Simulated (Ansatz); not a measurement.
The same ligand exchange along the group O, S, Se.

Isolated molecules relaxed with PBE0-D4/def2-TZVP in Ansatz; ΔE leaves out vibrations. CBS: MP2 limit from def2 TZ/QZ plus the TZ coupled-cluster correction, frozen cores. This one scheme is used for every species. DFT in def2-TZVPP. Elements past krypton have def2 core potentials. For I, In, Se outer-core shells are correlated without core-valence functions, which leaves a few kJ/mol of doubt a bond. Scalar relativity is left out up to krypton. Each species was taken in one conformer, which may not be the lowest.

```csv
reaction,B97M-V (kcal/mol),CCSD/CBS(def2) (kcal/mol),revPBE-D4 (kcal/mol),PBE-D4 (kcal/mol),CCSD(T)/CBS(def2) (kcal/mol)
`C[O][In]([F])[F]` + HI → `[F][In]([F])[I]` + CH₃OH,-29.2,-31.9,-29.0,-29.9,-31.1
`C[S][In]([F])[F]` + HI → `[F][In]([F])[I]` + CH₃SH,-11.5,-13.7,-10.7,-11.0,-13.1
`C[Se][In]([F])[F]` + HI → `[F][In]([F])[I]` + `C[SeH]`,-6.5,-7.0,-4.9,-5.0,-6.5
```

Largest T1 diagnostic: 0.017, for `C[O][In]([F])[F]`.
